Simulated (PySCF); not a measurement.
## [Eu(H2O)9]3+: from a saddle point downhill

PySCF 2.14.0, RKS BP86, Eu lcecp-1-SVP with ECP52, O def2-SVP, H def2-SVP; non-relativistic Hamiltonian with scalar-relativistic core potentials where named; density fitting; no spin-orbit coupling. Relaxed within the symmetry of its start, the geometry (D3h) is

```xyz
28

Eu    0.0000    0.0000    0.0000
O     1.7765    0.0000    1.8314
H     1.7341    0.0000    2.8114
H     2.7401   -0.0001    1.6432
O    -0.8882    1.5385    1.8314
H    -0.8670    1.5018    2.8114
H    -1.3700    2.3730    1.6432
O    -0.8883   -1.5385    1.8314
H    -0.8671   -1.5017    2.8114
H    -1.3701   -2.3729    1.6432
O     1.7765    0.0000   -1.8314
H     2.7401   -0.0001   -1.6432
H     1.7341    0.0000   -2.8114
O    -0.8882    1.5385   -1.8314
H    -1.3700    2.3730   -1.6432
H    -0.8670    1.5018   -2.8114
O    -0.8883   -1.5385   -1.8314
H    -1.3701   -2.3729   -1.6432
H    -0.8671   -1.5017   -2.8114
O     1.2392    2.1462    0.0000
H     1.5355    2.6594    0.7814
H     1.5355    2.6594   -0.7814
O    -2.4782    0.0001    0.0000
H    -3.0708    0.0001    0.7814
H    -3.0708    0.0001   -0.7814
O     1.2391   -2.1462    0.0000
H     1.5353   -2.6594    0.7814
H     1.5353   -2.6594   -0.7814
```

and its lowest harmonic modes are -313, -288, -234, -234, -179, -179 cm⁻¹ (negative: unstable; uncertain by 10 to 30 cm⁻¹). It was moved along the lowest mode and relaxed again, within the group D3 that the move left.

Question: Where does it end, and how much lower?

Answer: In D3, 0.486 eV lower, after 22 steps:
```xyz
28

Eu    0.0000    0.0000    0.0000
O     1.7637    0.0010    1.7762
H     1.8256   -0.5220    2.6046
H     2.5127    0.6341    1.8177
O    -0.8828    1.5269    1.7762
H    -0.4607    1.8420    2.6046
H    -1.8055    1.8590    1.8177
O    -0.8810   -1.5280    1.7762
H    -1.3649   -1.3200    2.6046
H    -0.7072   -2.4931    1.8177
O     1.7637   -0.0011   -1.7762
H     2.5127   -0.6342   -1.8177
H     1.8256    0.5220   -2.6046
O    -0.8809    1.5280   -1.7762
H    -0.7071    2.4931   -1.8177
H    -1.3648    1.3200   -2.6046
O    -0.8828   -1.5269   -1.7762
H    -1.8056   -1.8589   -1.8177
H    -0.4608   -1.8420   -2.6046
O     1.2651    2.1911    0.0000
H     1.0613    2.9974    0.5212
H     2.0653    2.4177   -0.5212
O    -2.5301    0.0001    0.0000
H    -3.1265   -0.5796    0.5212
H    -3.1264    0.5797   -0.5212
O     1.2650   -2.1912    0.0000
H     2.0652   -2.4178    0.5212
H     1.0612   -2.9974   -0.5212
```

Question: How do the contacts change?

Answer: 
```tsv
contact	saddle (Å)	end (Å)
Eu1–O2 (H2O)	2.551	2.503
Eu1–O5 (H2O)	2.551	2.503
Eu1–O8 (H2O)	2.551	2.503
Eu1–O11 (H2O)	2.551	2.503
Eu1–O14 (H2O)	2.551	2.503
Eu1–O17 (H2O)	2.551	2.503
Eu1–O20 (H2O)	2.478	2.530
Eu1–O23 (H2O)	2.478	2.530
Eu1–O26 (H2O)	2.478	2.530
```


Question: Is the end a minimum?

Answer: No, 2 of the modes stay unstable (below −25 cm⁻¹); lowest modes -136, -136, 77, 77, 100, 102 cm⁻¹.

An lcecp potential fixes the number of 4f electrons, so in runs with it no electron can move into or out of that shell.

State: singlet in the valence, with the 4f electrons in the core potential.
